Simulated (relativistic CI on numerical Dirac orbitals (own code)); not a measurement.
## Radial parameters of N³⁺

Calculated at this level of theory: Dirac-Coulomb-Breit CI, orbitals from a KLI potential per configuration, QED by a radiative potential, valence Slater integrals scaled by 0.85, P86 correlation energy added to each configuration (own radial code, finite nucleus).

Slater integrals F^k, G^k are unscaled and averaged over j, outside the closed core 1s2; ζ comes from projecting the Hamiltonian with its Breit term on Σ l·s of the shell.

- 2s 2p: G^1(2s,2p) = 111970, ζ(2p) = 140.13 cm⁻¹; <r>(2s) = 1.106, <r^2>(2s) = 1.435, <r>(2p) = 1.036, <r^2>(2p) = 1.309 (bohr units).
- 2p2: F^2(2p,2p) = 90146, ζ(2p) = 135.67 cm⁻¹; <r>(2p) = 1.046, <r^2>(2p) = 1.335 (bohr units).
- 2p 3s: ζ(2p) = 164.78, G^1(2p,3s) = 9029.7 cm⁻¹; <r>(2p) = 0.9931, <r^2>(2p) = 1.206, <r>(3s) = 2.802, <r^2>(3s) = 8.88 (bohr units).

In this model ζ of a weakly bound d, f or g electron outside closed shells comes out too small, for d by up to a factor of two or three and at times with the wrong sign; that of an outer p electron is too small as well.

Correlation outside the listed configurations is missing or only estimated: errors of thousands of cm⁻¹ between configurations and terms are usual at this charge. Rates and lifetimes follow the computed energies and can be off by large factors. The fine structure of a lone outer electron comes out too small, for d and f at times inverted, and misplaced configurations move strength between like terms. 40 of the 50 excited levels that our extract of the measured tables holds in this range could be paired (the sources list more); they are missed by 1178 cm⁻¹ on average and 5286 at most, and levels without a partner can miss by more.

Averages of the first 10 configurations, taken without configuration mixing, which lowers the lowest level and can move excited configurations by several eV; other configurations of the list can lie among them:

```json
{"Configuration": "2s2", "Parity": "even", "States": "1", "Average energy above the lowest level (eV)": "1.7"}
{"Configuration": "2s 2p", "Parity": "odd", "States": "12", "Average energy above the lowest level (eV)": "10.4"}
{"Configuration": "2p2", "Parity": "even", "States": "15", "Average energy above the lowest level (eV)": "23.1"}
{"Configuration": "2p 3s", "Parity": "odd", "States": "12", "Average energy above the lowest level (eV)": "57.9"}
{"Configuration": "2p 3p", "Parity": "even", "States": "36", "Average energy above the lowest level (eV)": "60.8"}
{"Configuration": "2s 3s", "Parity": "even", "States": "4", "Average energy above the lowest level (eV)": "47.2"}
{"Configuration": "2s 3p", "Parity": "odd", "States": "12", "Average energy above the lowest level (eV)": "50.5"}
{"Configuration": "2s 3d", "Parity": "even", "States": "20", "Average energy above the lowest level (eV)": "52.3"}
{"Configuration": "2s 4s", "Parity": "even", "States": "4", "Average energy above the lowest level (eV)": "61.5"}
{"Configuration": "2s 4p", "Parity": "odd", "States": "12", "Average energy above the lowest level (eV)": "62.7"}
```
